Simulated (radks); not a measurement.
Results of a calculation; reference values are marked as such.
Al3+, configuration [He] 2s2 2p5 6p1 (not the ground configuration). Level of theory: Dirac Kohn-Sham, LDA (Slater exchange, Perdew-Wang correlation), spin-unpolarised, spherical densities, finite nucleus; open shells fill j = l - 1/2 first; Fermi nuclear charge, rms radius 3.061 fm (a radial shooting solver on a logarithmic mesh with Libxc functionals).

Radial electron density D(r) = 4 pi r^2 rho(r):

r (bohr)  D(r) (e/bohr)
0.01055           1.514
0.01407           2.451
0.01877           3.851
0.02503           5.811
0.03339           8.313
0.04418           11.01
0.05892           13.41
0.07859           14.53
0.1048            13.62
0.1398            11.05
0.1865            8.645
0.2487            8.442
0.3317            10.36
0.4424            11.64
0.5901            9.815
0.787             5.660
1.05              2.058
1.4              0.4327
1.867           0.04224
2.491           0.01615
3.322           0.04548
4.395         0.0001845
5.862           0.06929
7.819          0.007558
10.43            0.1156
13.91            0.1029
18.55          0.005127

D(r) has 5 maxima, at r = 0.0805, 0.439, 3.19, 6.20, 11.9 bohr, and minima at 0.221, 2.23 bohr, inside which lie 2.22, 9.02 electrons.
